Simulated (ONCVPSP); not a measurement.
# An all-electron radial function and its pseudo partner (P)

Columns: radius, all-electron u(r) and pseudo u(r) of the 2p shell (level -124.33 eV) of phosphorus in the configuration [He] 2s2 2p6 3s2 3p3; PBEsol, scalar-relativistic, ONCV scheme, ONCVPSP 4.0.1.

| r (bohr) | all-electron | pseudo |
| --- | --- | --- |
| 0.038 | 0.1185 | 0.0491 |
| 0.075 | 0.3517 | 0.1825 |
| 0.113 | 0.6147 | 0.3868 |
| 0.150 | 0.8477 | 0.6239 |
| 0.188 | 1.0448 | 0.8733 |
| 0.225 | 1.1893 | 1.0930 |
| 0.263 | 1.2920 | 1.2735 |
| 0.300 | 1.3516 | 1.3929 |
| 0.338 | 1.3785 | 1.4569 |
| 0.375 | 1.3773 | 1.4679 |
| 0.413 | 1.3541 | 1.4384 |
| 0.450 | 1.3156 | 1.3832 |
| 0.488 | 1.2637 | 1.3107 |
| 0.525 | 1.2051 | 1.2340 |
| 0.563 | 1.1395 | 1.1546 |
| 0.600 | 1.0727 | 1.0793 |
| 0.638 | 1.0029 | 1.0050 |
| 0.675 | 0.9352 | 0.9356 |
| 0.713 | 0.8670 | 0.8669 |
| 0.750 | 0.8027 | 0.8026 |
| 0.788 | 0.7394 | 0.7392 |
| 0.825 | 0.6808 | 0.6807 |
| 0.863 | 0.6239 | 0.6238 |
| 0.900 | 0.5720 | 0.5719 |
| 0.938 | 0.5222 | 0.5221 |
| 0.975 | 0.4771 | 0.4770 |

Problem. How many radial nodes do the two functions have?

Solution. The all-electron 2p function has n − l − 1 = 0; the pseudo-wave has 0.

Problem. At about which radius was the pseudo-wave matched?

Solution. 0.75 bohr. The columns agree to 0.0005 from 0.68 bohr on; several derivatives are matched, so the curves merge somewhat inside the radius.

Problem. Is the pseudo-wave norm-conserving?

Solution. Yes: the ONCV scheme keeps the norm inside the radius equal to the all-electron one, which fixes the energy derivative of the logarithmic derivative at the level.
